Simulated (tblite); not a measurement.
A tight-binding relaxation on `[O+]=COCC(F)(F)Br` [radical].

Computed with GFN2-xTB geometry optimisation, gas phase (tblite 0.8.0). Start geometry: from a force field or distance geometry. The command runs a driver script over a list of jobs; the input below is this job's line of settings and its coordinates in Å.

Command:
```bash
OMP_NUM_THREADS=1 python probes_run.py task.json out
```

Input:
```
{"job": {"kind": "relax", "xc": "GFN2-xTB", "basis": "xTB"}, "charge": 1, "multiplicity": 2}
O      1.665400     0.098200     1.435200
C      1.826300     0.044300     0.193700
O      0.915500     0.276300    -0.769800
C     -0.399300     0.631800    -0.510700
C     -1.176700    -0.455800     0.201000
F     -2.501500    -0.054700     0.438800
F     -0.591400    -0.912300     1.341000
Br    -1.217800    -1.928900    -1.083800
H      2.842800    -0.240400    -0.123800
H     -0.958400     1.043900    -1.367300
H     -0.399500     1.500300     0.219800
```

Output:
```
step      E/eV     max force
  0    -789.92137    4.000
  1    -790.26279    4.279
  2    -790.41741    0.993
  3    -790.47653    0.789
  4    -790.58363    0.448
  5    -790.59629    0.400
  6    -790.61337    0.309
  7    -790.61888    0.289
  8    -790.62333    0.169
  9    -790.62567    0.168
... (36 lines left out)
 46    -790.68295    0.038
 47    -790.68310    0.027
 48    -790.68317    0.020
 49    -790.68321    0.017
 50    -790.68324    0.019
 51    -790.68327    0.020
 52    -790.68330    0.017
 53    -790.68333    0.016
 54    -790.68335    0.013
 55    -790.68337    0.010
```

«max force» is the largest atomic force in eV/Å.

Question: From which step on does the largest force stay under 0.1 eV/Å, and how much energy is left to gain from there?

Answer: From step 43 (0.088 eV/Å), 1.0 meV above the end.

Summary of the converged run: energy lowered by 17.6 kcal/mol over 55 steps; largest atomic force 0.010 eV/Å at the end.

Question: Where do the atoms end?

Answer: 0.383 Å rms from the input after alignment:
```
atom  x, y, z in Å
O1     2.0002    0.8676    1.1410
C2     1.9158    0.1874    0.1701
O3     0.8862   -0.0300   -0.6053
C4    -0.3599    0.5916   -0.2807
C5    -1.3481   -0.4708    0.1791
F6    -2.5854   -0.0693    0.2323
F7    -1.0138   -1.0627    1.2982
Br8   -1.3093   -2.0352   -1.2788
H9     2.7932   -0.3876   -0.2287
H10   -0.7417    1.0844   -1.1832
H11   -0.2318    1.3273    0.5300
```

The run took 0.33 s on one thread of an Arm Neoverse V2, shared host with 96 logical CPUs at a one-minute load of 64.
Labels such as C1 count atoms from 1, the log's own numbers from 0.
